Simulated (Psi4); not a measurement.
C3H8ClInO, singlet, geometry from GFN2-xTB (such geometries of metal compounds can be far from the true shape) (core potentials on In); PBE/def2-SVP in Psi4 1.11.

Here is a job for Psi4.
```
memory 2 GB

molecule mol {
0 1
  In   -0.045563    0.017163    0.023339
  Cl   -0.266718   -0.049416    2.314456
  C     1.769605   -0.442612   -1.287959
  C     2.941767   -0.871834   -0.439652
  H     1.972002    0.472676   -1.843173
  H     1.445862   -1.223708   -1.975016
  H     2.706374   -1.770093    0.130261
  H     3.226446   -0.088571    0.262096
  H     3.802059   -1.087895   -1.076418
  O    -1.824042    0.573742   -0.733718
  C    -2.191351    0.759100   -2.073363
  H    -1.375841    0.541821   -2.775859
  H    -3.032713    0.099046   -2.311609
  H    -2.505175    1.797945   -2.224053
}

set basis def2-svp
set reference rks

energy('pbe')
print_variables()
```

**Question.** Predict the main parts of the log of this Psi4 run.

**Answer.** 
```
   => Loading Basis Set <=

    Name: DEF2-SVP
    Role: ORBITAL
    Keyword: BASIS

    !!!  WARNING: ECP capability is in beta. Please check occupations closely.  !!!

         ---------------------------------------------------------
                                   SCF
               by Justin Turney, Rob Parrish, Andy Simmonett
                          and Daniel G. A. Smith
                              RKS Reference
         ---------------------------------------------------------

  ==> Geometry <==

    Molecular point group: c1
    Full point group: C1

    Geometry (in Angstrom), charge = 0, multiplicity = 1:

       Center              X                  Y                   Z               Mass
    ------------   -----------------  -----------------  -----------------  -----------------
         IN          -0.011220652620     0.010073751115    -0.045073979438   114.903878776000
         CL          -0.232375652620    -0.056505248885     2.246043020562    34.968852682000
         C            1.803947347380    -0.449701248885    -1.356371979438    12.000000000000
         C            2.976109347380    -0.878923248885    -0.508064979438    12.000000000000
         H            2.006344347380     0.465586751115    -1.911585979438     1.007825032230
         H            1.480204347380    -1.230797248885    -2.043428979438     1.007825032230
         H            2.740716347380    -1.777182248885     0.061848020562     1.007825032230
         H            3.260788347380    -0.095660248885     0.193683020562     1.007825032230
         H            3.836401347380    -1.094984248885    -1.144830979438     1.007825032230
         O           -1.789699652620     0.566652751115    -0.802130979438    15.994914619570
         C           -2.157008652620     0.752010751115    -2.141775979438    12.000000000000
         H           -1.341498652620     0.534731751115    -2.844271979438     1.007825032230
         H           -2.998370652620     0.091956751115    -2.380021979438     1.007825032230
         H           -2.470832652620     1.790855751115    -2.292465979438     1.007825032230

  Running in c1 symmetry.

  Rotational constants: A =      0.05812  B =      0.04756  C =      0.02655 [cm^-1]
  Rotational constants: A =   1742.35643  B =   1425.91746  C =    795.97424 [MHz]
  Nuclear repulsion =  400.612186158493273

  Charge       = 0
  Multiplicity = 1
  Electrons    = 72
  Nalpha       = 36
  Nbeta        = 36

  ==> Algorithm <==

  SCF Algorithm Type is DF.
  DIIS enabled.
  MOM disabled.
  Fractional occupation disabled.
  Guess Type is SAD.
  Energy threshold   = 1.00e-06
  Density threshold  = 1.00e-06
  Integral threshold = 1.00e-12

  ==> Primary Basis <==

  Basis Set: DEF2-SVP
    Blend: DEF2-SVP
    Number of shells: 66
    Number of basis functions: 140
    Number of Cartesian functions: 147
    Spherical Harmonics?: true
    Max angular momentum: 2

  Core potential: DEF2-SVP
    Number of shells: 4
    Number of ECP primitives: 18
    Number of ECP core electrons: 28
    Max angular momentum: 3

  ==> DFT Potential <==

   => LibXC <=

    Version 7.1.2
    S. Lehtola, C. Steigemann, M. J. T. Oliveira, and M. A. L. Marques,  SoftwareX 7, 1–5 (2018) (10.1016/j.softx.2017.11.002)

   => Composite Functional: PBE <=

    PBE GGA Exchange-Correlation Functional

    J.P. Perdew et. al., Phys. Rev. Lett., 77(18), 3865-3868, 1996

    Deriv               =              1
    GGA                 =           TRUE
    Meta                =          FALSE

    Exchange Hybrid     =          FALSE
    MP2 Hybrid          =          FALSE

   => Exchange Functionals <=

    1.0000     XC_GGA_X_PBE

   => Correlation Functionals <=

    1.0000     XC_GGA_C_PBE

   => LibXC Density Thresholds  <==

    XC_GGA_C_PBE:  1.00E-12
    XC_GGA_X_PBE:  1.00E-15

   => Molecular Quadrature <=

    Radial Scheme          =       TREUTLER
    Pruning Scheme         =           NONE
    Nuclear Scheme         =       TREUTLER

    Blocking Scheme        =         OCTREE
    BS radius alpha        =              1
    Pruning alpha          =              1
    Radial Points          =             75
    Spherical Points       =            302
    Total Points           =         299924
    Total Blocks           =           2297
    Max Points             =            256
    Max Functions          =            129
    Weights Tolerance      =       1.00E-15

   => Loading Basis Set <=

    Name: (DEF2-SVP AUX)
    Role: JKFIT
    Keyword: DF_BASIS_SCF

  ==> Integral Setup <==

  SCF_SUBTYPE=INCORE selected. In-core MEM_DF algorithm will be used.
  Using in-core AOs.

  ==> MemDFJK: Density-Fitted J/K Matrices <==

    J tasked:                   Yes
    K tasked:                    No
    wK tasked:                   No
    Algorithm:                 Core
    Schwarz Cutoff:           1E-12
    Mask sparsity (%):      12.8980
    Fitting Condition:        1E-10

   => Auxiliary Basis Set <=

  Basis Set: (DEF2-SVP AUX)
    Blend: DEF2-UNIVERSAL-JKFIT
    Number of shells: 232
    Number of basis functions: 792
    Number of Cartesian functions: 984
    Spherical Harmonics?: true
    Max angular momentum: 5

  Minimum eigenvalue in the overlap matrix is 3.6529036092E-03.
  Reciprocal condition number of the overlap matrix is 6.0216839909E-04.
    Using symmetric orthogonalization.

  ==> Pre-Iterations <==

  SCF Guess: Superposition of Atomic Densities via on-the-fly atomic UHF (no occupation information).

   -------------------------
    Irrep   Nso     Nmo
   -------------------------
     A        140     140
   -------------------------
    Total     140     140
   -------------------------

  ==> Iterations <==

                           Total Energy        Delta E     RMS |[F,P]|

   @DF-RKS iter SAD:  -842.59313006472303   -8.42593e+02   0.00000e+00
   @DF-RKS iter   1:  -843.19327571388681   -6.00146e-01   8.74336e-03 ADIIS/DIIS
   @DF-RKS iter   2:  -838.04375401907532    5.14952e+00   2.04624e-02 ADIIS/DIIS
   @DF-RKS iter   3:  -843.51645255900621   -5.47270e+00   6.73146e-03 ADIIS/DIIS
   @DF-RKS iter   4:  -843.92891798555752   -4.12465e-01   2.70281e-03 ADIIS/DIIS
   @DF-RKS iter   5:  -843.97744570589293   -4.85277e-02   1.26771e-03 ADIIS/DIIS
   @DF-RKS iter   6:  -843.99598575460584   -1.85400e-02   3.95217e-04 ADIIS/DIIS
   @DF-RKS iter   7:  -843.99767031924557   -1.68456e-03   1.29848e-04 ADIIS/DIIS
   @DF-RKS iter   8:  -843.99782728214780   -1.56963e-04   2.96090e-05 DIIS
   @DF-RKS iter   9:  -843.99783670365969   -9.42151e-06   1.22897e-05 DIIS
   @DF-RKS iter  10:  -843.99783846313505   -1.75948e-06   1.45871e-06 DIIS
   @DF-RKS iter  11:  -843.99783848446566   -2.13306e-08   4.65163e-07 DIIS
  Energy and wave function converged.

  ==> Post-Iterations <==

   Electrons on quadrature grid:
      Ntotal   =   72.0000078159 ; deviation = 7.816e-06

    Orbital Energies [Eh]
    ---------------------

    Doubly Occupied:

[...]
    Virtual:

[...]
    Final Occupation by Irrep:
              A
    DOCC [    36 ]
    NA   [    36 ]
    NB   [    36 ]

  @DF-RKS Final Energy:  -843.99783848446566

   => Energetics <=

    Nuclear Repulsion Energy =            400.6121861584932731
    One-Electron Energy =               -2030.9717468505805300
    Two-Electron Energy =                 858.7474663232690091
    DFT Exchange-Correlation Energy =     -72.3857441156474835
    Empirical Dispersion Energy =           0.0000000000000000
    VV10 Nonlocal Energy =                  0.0000000000000000
    Total Energy =                       -843.9978384844656603

Computation Completed

Properties will be evaluated at   0.000000,   0.000000,   0.000000 [a0]

Properties computed using the SCF density matrix

 Multipole Moments:

 ------------------------------------------------------------------------------------
     Multipole            Electronic (a.u.)      Nuclear  (a.u.)        Total (a.u.)
 ------------------------------------------------------------------------------------

 L = 1.  Multiply by 2.5417464519 to convert [e a0] to [Debye]
 Dipole X            :         -6.0732983            7.0834948            1.0101965
 Dipole Y            :          1.6444671           -1.8727071           -0.2282400
 Dipole Z            :          9.4027322          -10.5432026           -1.1404704
 Magnitude           :                                                    1.5405399

 ------------------------------------------------------------------------------------

  Variable Map:
  ----------------------------------------------------------------------------
[...]
  Array Variable Map:
  ----------------------------------------------------------------------------
[...]
[...]
```
